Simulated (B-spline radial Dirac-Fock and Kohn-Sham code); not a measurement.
# How the binding energies of K⁵⁺ add up

System: the K⁵⁺ ion, configuration [Ne] 3s2 3p2; nuclear rms radius 3.4349 fm (A = 39).

Level of theory: Dirac-Fock ΔSCF + Breit + QED; a radial finite-basis atomic code. No correlation. Energies are counted from the vacuum level.

All terms are in eV, carry their sign (relaxation lowers the binding energy) and add up to the binding energy; ⟨r⟩ is the mean radius of the orbital in the initial state.

```
subshell  −ε (Koopmans)  relaxation  Breit    QED  binding energy  ⟨r⟩ (bohr)
      1s         3741.2      -25.66  -2.80  -1.21          3711.5       0.081
      2s          483.3       -5.37  -0.15  -0.10           477.6       0.382
   2p1/2          401.4       -6.64  -0.26   0.02           394.5       0.346
   2p3/2          398.4       -6.50  -0.16   0.01           391.8       0.348
      3s          116.1       -0.49  -0.02  -0.01           115.6       1.147
      3p          97.79       -0.42  -0.02   0.00           97.35       1.204
```

For the deepest level, K (1s), the Breit terms make up -0.075 % of the binding energy, QED -0.033 % and orbital relaxation -0.691 %.

Spin-orbit splittings: 2p 2.77 eV.

Going to the tabulated ground configuration of the next ion removes an electron from M2,3 (3p), computed at 97.35 eV. NIST lists 99.44 ± 0.2 eV as the ionisation energy of this species (semi-empirical), +2.09 eV from the computed value. Where a p, d or f shell is open in either ion the computed value averages over both j values and all terms, while the table refers to the lowest levels; that difference holds spin-orbit splitting (largest in heavy or highly charged ions), term energies where several electrons share open shells, and correlation, and it can reach 10 % or more.
